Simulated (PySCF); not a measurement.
yttrium atom (Y), doublet (core potentials on Y); B3LYP/def2-SV(P) in PySCF.

The PySCF input:
```python
from pyscf import gto, scf, dft

mol = gto.M(
    atom='''
Y     0.000000    0.000000    0.000000
''',
    basis='def2-sv(p)',
    ecp={'Y': 'def2-sv(p)'},
    charge=0,
    spin=1,
    verbose=4,
)

mf = dft.UKS(mol)
mf.xc = 'b3lyp'
mf.grids.level = 4
mf.kernel()
mf.analyze()
```

Output, abridged:

```
PySCF version 2.14.0

[INPUT] verbose = 4
[INPUT] num. atoms = 1
[INPUT] num. electrons = 11
[INPUT] charge = 0
[INPUT] spin (= nelec alpha-beta = 2S) = 1
[INPUT] symmetry False subgroup None
[INPUT] Mole.unit = angstrom
[INPUT] Symbol           X                Y                Z      unit          X                Y                Z       unit  Magmom
[...]
nuclear repulsion = 0
number of shells = 10
number of NR pGTOs = 50
number of NR cGTOs = 24
basis = def2-sv(p)
ecp = {'Y': 'def2-sv(p)'}

******** <class 'pyscf.dft.uks.UKS'> ********
method = UKS
initial guess = minao
damping factor = 0
level_shift factor = 0
DIIS = <class 'pyscf.scf.diis.CDIIS'>
diis_start_cycle = 1
diis_space = 8
diis_damp = 0
SCF conv_tol = 1e-09
SCF conv_tol_grad = None
SCF max_cycles = 50
direct_scf = True
direct_scf_tol = 1e-13
number electrons alpha = 6  beta = 5
XC library pyscf.dft.libxc version 7.1.2
    S. Lehtola, C. Steigemann, M. J. T. Oliveira, and M. A. L. Marques,  SoftwareX 7, 1–5 (2018)
XC functionals = b3lyp
    P. J. Stephens, F. J. Devlin, C. F. Chabalowski, and M. J. Frisch,  J. Phys. Chem. 98, 11623 (1994)
radial grids:
    Treutler-Ahlrichs [JCP 102, 346 (1995); DOI:10.1063/1.469408] (M4) radial grids

becke partition: Becke, JCP 88, 2547 (1988); DOI:10.1063/1.454033
pruning grids: <function nwchem_prune>
grids dens level: 4
symmetrized grids: False
atomic radii adjust function: <function treutler_atomic_radii_adjust>
small_rho_cutoff = 0
Set gradient conv threshold to 3.16228e-05
tot grids = 32128
init E= -32.9087512945848

cycle= 1 E= -37.7469379688409  delta_E= -4.84  |g|= 0.524  |ddm|= 3.34
cycle= 2 E= -37.7829341803532  delta_E= -0.036  |g|= 0.665  |ddm|= 3.19
cycle= 3 E= -38.2175532346256  delta_E= -0.435  |g|= 0.108  |ddm|= 2.69
cycle= 4 E= -38.2257155819012  delta_E= -0.00816  |g|= 0.0319  |ddm|= 0.293
cycle= 5 E= -38.2270170717421  delta_E= -0.0013  |g|= 0.00433  |ddm|= 0.228
cycle= 6 E= -38.2270797161414  delta_E= -6.26e-05  |g|= 0.00179  |ddm|= 0.0252
cycle= 7 E= -38.2271383570037  delta_E= -5.86e-05  |g|= 0.00141  |ddm|= 0.0276
cycle= 8 E= -38.2272378816543  delta_E= -9.95e-05  |g|= 0.00109  |ddm|= 0.0542
cycle= 9 E= -38.2273358771324  delta_E= -9.8e-05  |g|= 0.000681  |ddm|= 0.0793
cycle= 10 E= -38.2273604839166  delta_E= -2.46e-05  |g|= 0.000461  |ddm|= 0.0331
cycle= 11 E= -38.2273712583296  delta_E= -1.08e-05  |g|= 0.000184  |ddm|= 0.0327
cycle= 12 E= -38.2273724646153  delta_E= -1.21e-06  |g|= 3.08e-05  |ddm|= 0.011
cycle= 13 E= -38.227372482978  delta_E= -1.84e-08  |g|= 1.95e-05  |ddm|= 0.00252
cycle= 14 E= -38.2273724897886  delta_E= -6.81e-09  |g|= 1.08e-05  |ddm|= 0.00133
cycle= 15 E= -38.2273724916328  delta_E= -1.84e-09  |g|= 2.2e-06  |ddm|= 0.000395
cycle= 16 E= -38.227372491737  delta_E= -1.04e-10  |g|= 1.79e-06  |ddm|= 5.61e-05
Extra cycle  E= -38.2273724918009  delta_E= -6.39e-11  |g|= 1.72e-06  |ddm|= 2.18e-05
converged SCF energy = -38.2273724918009  <S^2> = 0.80495908  2S+1 = 2.054224
**** SCF Summaries ****
Total Energy =                         -38.227372491800935
Nuclear Repulsion Energy =               0.000000000000000
One-electron Energy =                  -62.806047345707739
Two-electron Energy =                   24.578674853906804
Two-electron Coulomb Energy =           29.537872046882498
DFT Exchange-Correlation Energy =       -4.959197192975694
**** MO energy ****
                             alpha | beta                alpha | beta
[...]
spin_pop of  0 Y 4s        0.00043
spin_pop of  0 Y 5s        0.03005
spin_pop of  0 Y 6s        0.00258
spin_pop of  0 Y 7s        0.00000
spin_pop of  0 Y 8s       -0.00034
spin_pop of  0 Y 4px       0.00145
spin_pop of  0 Y 4py      -0.00451
spin_pop of  0 Y 4pz       0.00260
spin_pop of  0 Y 5px      -0.00164
spin_pop of  0 Y 5py       0.00368
spin_pop of  0 Y 5pz      -0.00200
spin_pop of  0 Y 6px       0.00018
spin_pop of  0 Y 6py       0.00084
spin_pop of  0 Y 6pz      -0.00061
spin_pop of  0 Y 4dxy     -0.00038
spin_pop of  0 Y 4dyz      0.01183
spin_pop of  0 Y 4dz^2     0.61514
spin_pop of  0 Y 4dxz     -0.00782
spin_pop of  0 Y 4dx2-y2    0.00819
spin_pop of  0 Y 5dxy     -0.00034
spin_pop of  0 Y 5dyz      0.00530
spin_pop of  0 Y 5dz^2     0.34379
spin_pop of  0 Y 5dxz     -0.00844
spin_pop of  0 Y 5dx2-y2    0.00001
In total             6.00000 | 5.00000
Dipole moment(X, Y, Z, Debye): -0.00000, -0.00000,  0.00000
```
